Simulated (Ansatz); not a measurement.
Program: Ansatz. Geometries: PBE0-D4/def2-TZVP. ΔE: electronic, gas phase. CCSD(T)/CBS is the MP2 limit (def2-TZVPP, def2-QZVPP) plus CCSD(T) − MP2 in def2-TZVPP, frozen cores. This one scheme is used for every species. Functionals use def2-TZVPP. B3LYP here is the variant with VWN-RPA as its local correlation; programs differ in this. For Se outer-core shells are correlated without core-valence functions, which leaves a few kJ/mol of doubt a bond. Scalar relativity is left out up to krypton. One conformer a species, not always the lowest.

Consider the ligand exchange at the Se–B bond: `ClB[SeH]` + PH₃ → `P[SeH]` + `BCl`.

```csv
level,ΔE (kJ/mol)
LDA (SPW92),75.9
B3LYP-D4,59.6
BHLYP-D4,57.2
CAM-B3LYP-D4,61.8
HF/def2-TZVPP,50.1
MP2/def2-TZVPP,68.4
MP2/def2-QZVPP,65.8
MP2/CBS(def2),64.6
```

(1) What does CCSD(T)/CBS give? (Best estimate.)

Largest T1 diagnostic among the species: 0.013.

## Answers

(1) The calculation gave: +63.8 kJ/mol. The listed levels differ from it by 12.1, -4.2, -6.6, -2.0, -13.7, 4.6, 2.0, 0.8 kJ/mol.

At CCSD(T), def2-SVP lies +15.6 kJ/mol from the extrapolated value and def2-TZVPP +3.8 kJ/mol. Leaving LDA and LC-ωPBE aside and taking each functional with its dispersion term where it has one, the values, not all of them listed here, spread over 11.8 kJ/mol, from BHLYP-D4 to B97M-V. LDA lies +10.8 kJ/mol from PBE without D4. In def2-TZVPP, CCSD(T) changes the Hartree–Fock value by +17.5 kJ/mol (the triples alone add +2.2 kJ/mol) and MP2 by +18.4 kJ/mol.
